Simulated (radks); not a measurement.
Problem. The mean radii <r> (bohr) of the occupied orbitals of an atom or ion are listed with their occupations. Method: scalar-relativistic Kohn-Sham, PBE, spin-unpolarised, spherical densities, finite nucleus; Fermi nuclear charge, rms radius of each element as measured or else 0.836 A^(1/3) + 0.57 fm; computed with a radial shooting solver on a logarithmic mesh with Libxc functionals.

| orbital | occ. | <r> |
|---|---|---|
| 1s | 2 | 0.01606 |
| 2s | 2 | 0.06762 |
| 2p | 6 | 0.06144 |
| 3s | 2 | 0.1746 |
| 3p | 6 | 0.1765 |
| 3d | 10 | 0.1599 |
| 4s | 2 | 0.3843 |
| 4p | 6 | 0.4099 |
| 4d | 10 | 0.4309 |
| 5s | 2 | 0.8536 |
| 4f | 14 | 0.4538 |
| 5p | 6 | 0.9759 |
| 5d | 10 | 1.276 |
| 6s | 1 | 2.095 |

Name the element and its charge.

Solution. Z = 82, lead, charge +3: Pb3+ in [Xe] 4f14 5d10 6s1. The 1s radius gives Z: for a bare nucleus <r> = (2 gamma + 1)/(2Z) with gamma = sqrt(1 - (Z/c)^2), 0.01587 bohr for Z = 82, and screening makes it slightly larger (0.01606 here). The occupations add up to 79, and the charge is Z minus that.
